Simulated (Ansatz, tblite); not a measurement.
Spin states of Al₅Ru₂⁻ (the lowest singlet isomer of a short search), each relaxed with PBE-D4/def2-SVPD in Ansatz. Electronic energies in the gas phase.

In the def2 sets Ru takes a core potential; there is no spin–orbit coupling. The xTB rows come from tblite. The structure comes from a short search, and lower isomers may exist.

Singlet geometry:

Cartesian coordinates in Å:
```
Ru -0.301 -0.749 0.295
Ru 0.062 2.460 -0.843
Al 0.163 -2.765 -0.792
Al 0.613 -1.717 2.216
Al -1.173 0.609 -1.583
Al -0.819 1.525 1.119
Al 1.455 0.638 -0.413
```

Triplet geometry (Cs within 0.1 Å):

```xyz
7

Ru    0.4431    0.2055    0.3122
Ru   -1.1638   -0.5413   -1.7386
Al    0.2348    1.9105    1.9133
Al    1.6049   -1.0527    1.9189
Al   -0.4163    1.6932   -1.4935
Al    1.0223   -1.4188   -1.4875
Al   -1.7251   -0.7962    0.5751
```

Quintet geometry:

| atom | x (Å) | y (Å) | z (Å) |
| --- | --- | --- | --- |
| Ru1 | -0.0517 | -0.4012 | 0.3240 |
| Ru2 | -0.2657 | 1.6555 | -1.4007 |
| Al3 | 0.7211 | -2.6350 | 0.4560 |
| Al4 | 0.2486 | -0.2011 | 2.6669 |
| Al5 | -0.1591 | -0.5992 | -2.1627 |
| Al6 | -2.1332 | 0.8482 | 0.0118 |
| Al7 | 1.6399 | 1.3327 | 0.1047 |

⟨S²⟩: triplet 2.15 at PBE0-D4/def2-TZVPD (pure 2.00), quintet 6.11 at PBE0-D4/def2-TZVPD (pure 6.00).

Run but left out: HF/STO-3G (singlet: restricted singlet, unstable in another Hartree–Fock run and untested here); HF/def2-TZVPD, PBE0-D4/def2-TZVPD, MP2/def2-TZVPD (singlet: restricted singlet, unstable towards broken spin symmetry).

Only these spin states were relaxed. Higher spins weren't run and may lie lower. The triplet has other bonds than the singlet, so the gap mixes isomer and spin. The quintet has other bonds than the singlet, so the gap mixes isomer and spin.

(1) Estimate which spin state lies lowest at each of these levels, and by how much: GFN1-xTB; GFN2-xTB; PBE-D4/def2-TZVPD; r2SCAN-D4/def2-TZVPD; B97M-V/def2-TZVPD; r2SCANh-D4/def2-TZVPD.

## Answers

(1) 
```csv
level,triplet − singlet (kcal/mol),quintet − singlet (kcal/mol),lowest of these,remarks
GFN1-xTB,9.0,20.7,singlet,–
GFN2-xTB,13.8,19.1,singlet,–
PBE-D4/def2-TZVPD,6.0,23.8,singlet,HOMO above zero (quintet)
r2SCAN-D4/def2-TZVPD,6.3,20.4,singlet,"spin-contaminated (⟨S²⟩ 2.14) (triplet), spin-contaminated (⟨S²⟩ 6.13) (quintet)"
B97M-V/def2-TZVPD,9.5,22.9,singlet,spin-contaminated (⟨S²⟩ 6.12) (quintet)
r2SCANh-D4/def2-TZVPD,4.4,17.2,singlet,"spin-contaminated (⟨S²⟩ 2.21) (triplet), spin-contaminated (⟨S²⟩ 6.18) (quintet)"
```

Change of the quintet − singlet gap on mixing in exact exchange, in kcal/mol: r2SCAN to r2SCANh (10 % exact exchange) -3.3. The xTB methods have no spin-polarisation term.
